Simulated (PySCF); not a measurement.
ClK, SMILES [Cl][K] (connectivity only; charge and spin as stated), charge +1, multiplicity 2.

The structure is a stationary point at B3LYP-D3(BJ)/def2-TZVPD. The multiplicity is an assumed one; other spin states were not compared.

All values below come from C-PCM-B3LYP/def2-TZVPD in PySCF 2.14.0.

The values are the electrostatic part of the solvation free energy, E(continuum) − E(gas) at the gas-phase geometry, in a cavity of scaled van der Waals radii (PySCF's table); cavitation and dispersion terms are not included. A continuum can't describe solvent molecules that bind to the metal.

| solvent | ε | ΔG(elec) (kcal/mol) |
|---|---|---|
| water | 78.36 | -48.7 |
| diethylether | 4.24 | -37.6 |
| dichloromethane | 8.93 | -43.7 |
